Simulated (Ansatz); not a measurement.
`[Cl][GeH2][GeH2][Cl]` and `[Cl][GeH2][GeH3]` differ in one atom or group.

Ansatz, PBE0-D4/def2-TZVP geometries, multiplicity 1. Each molecule was computed in one conformer, which needn't be the lowest.

Scalar relativity is left out up to krypton.

```tsv
property	`[Cl][GeH2][GeH2][Cl]`
HOMO energy (PBE/def2-TZVPP) / eV	-6.92
size of the dipole moment (PBE/def2-TZVPP) / D	2.59
LUMO energy (ωB97M-V/def2-TZVPP) / eV	0.93
HOMO–LUMO gap (PBE0/def2-TZVPP) / eV	7.16
size of the dipole moment (ωB97M-V/def2-TZVPP) / D	2.80
HOMO–LUMO gap (B3LYP/def2-TZVPP) / eV	6.73
```

(1) Give the same properties after the change, and the shifts. (Best estimate.)

## Answers

(1) The calculation gave: 
```csv
property,`[Cl][GeH2][GeH3]`,shift
HOMO energy (PBE/def2-TZVPP) / eV,-6.91,0.01
size of the dipole moment (PBE/def2-TZVPP) / D,1.97,-0.62
LUMO energy (ωB97M-V/def2-TZVPP) / eV,1.33,0.40
HOMO–LUMO gap (PBE0/def2-TZVPP) / eV,7.52,0.36
size of the dipole moment (ωB97M-V/def2-TZVPP) / D,2.12,-0.68
HOMO–LUMO gap (B3LYP/def2-TZVPP) / eV,7.07,0.34
```

Dipoles are sizes alone; their direction can turn.

B3LYP here is the variant with VWN-RPA as its local correlation; programs differ in this.
